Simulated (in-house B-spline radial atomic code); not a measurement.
The numbers below are computed, except where a source is named.
# Ghost states of the separable form: Ta

Ta, [Xe] 4f14 5d3 6s2, non-relativistic LDA (VWN5) (a model for so heavy an element), spherical and spin-unpolarised, from an all-electron radial atomic-structure program (B-spline basis) (atomic units; all potentials screened as in the neutral atom).

Troullier-Martins channels: 6s (ε = -0.1748, r_c = 2.672 bohr), 5d (ε = -0.1825, r_c = 1.354 bohr), 4f (ε = -1.1993, r_c = 1.225 bohr). In the Kleinman-Bylander form one channel serves as the local potential, and each other channel l becomes |δV u><u δV|/<u|δV|u>, with δV = V_l − V_local and u the pseudo-orbital. Its strength is E_KB = <u|δV²|u>/<u|δV|u>. By the analysis of Gonze, Stumpf and Scheffler a spurious state lies below the reference level ε if E_KB > 0 and ε is above the second level of the local potential alone, or if E_KB < 0 and ε is above its first. The table's levels are those of angular momentum l in a sphere of 9 bohr, whose wall can lift a shallow ε a little above its free-atom value.

| local | channel | <u δV u> | <u δV² u> | ε | first local level | second local level |
| --- | --- | --- | --- | --- | --- | --- |
| s | d | -1.6413 | 5.7892 | -0.1824 | 0.0616 | 0.3129 |
| s | f | -24.621 | 853.26 | -1.1993 | 0.1934 | 0.4945 |
| d | s | 0.17494 | 0.43057 | -0.1735 | -3.4735 | -0.5841 |
| d | f | -18.46 | 558.32 | -1.1993 | 0.1891 | 0.4581 |
| f | s | 0.20513 | 1.6574 | -0.1735 | -41.1919 | -13.5764 |
| f | d | 0.28768 | 4.9867 | -0.1824 | -13.8731 | -0.1494 |

(1) Apply the rule to each row.

Diagonalising the separable Hamiltonian gives:

| local | channel | three lowest levels | all-electron, two lowest valence levels |
| --- | --- | --- | --- |
| s | d | -0.1824, 0.1150, 0.4316 | -0.1824, 0.1130 |
| s | f | -1.1993, 0.1936, 0.4960 | -1.1993, 0.1898 |
| d | s | -2.2152, -0.1735, 0.1119 | -0.1735, 0.1132 |
| d | f | -1.1993, 0.1901, 0.4674 | -1.1993, 0.1898 |
| f | s | -36.9680, -11.6064, -0.1735 | -0.1735, 0.1132 |
| f | d | -0.1824, 0.1129, 0.4179 | -0.1824, 0.1130 |

(2) Which choices of local channel are safe?

Results:

(1) Local s, channel d: E_KB = -3.53, so ε = -0.1824 is set against 0.0616: no ghost. Local s, channel f: E_KB = -34.7, so ε = -1.1993 is set against 0.1934: no ghost. Local d, channel s: E_KB = +2.46, so ε = -0.1735 is set against -0.5841: a ghost. Local d, channel f: E_KB = -30.2, so ε = -1.1993 is set against 0.1891: no ghost. Local f, channel s: E_KB = +8.08, so ε = -0.1735 is set against -13.5764: a ghost. Local f, channel d: E_KB = +17.3, so ε = -0.1824 is set against -0.1494: no ghost.

(2) Free of ghosts: s. With d local the s channel has a ghost 2.04 hartree below ε, since the local potential binds more than one state below ε, and a repulsive term of rank one raises each level at most to the next, so it clears only one of them. With f local the s channel has two ghosts, the lowest 36.79 hartree below ε, since the local potential binds more than one state below ε, and a repulsive term of rank one raises each level at most to the next, so it clears only one of them. Among the safe choices the second level, which tests transfer, is off by at most 3.8 millihartree (s local).
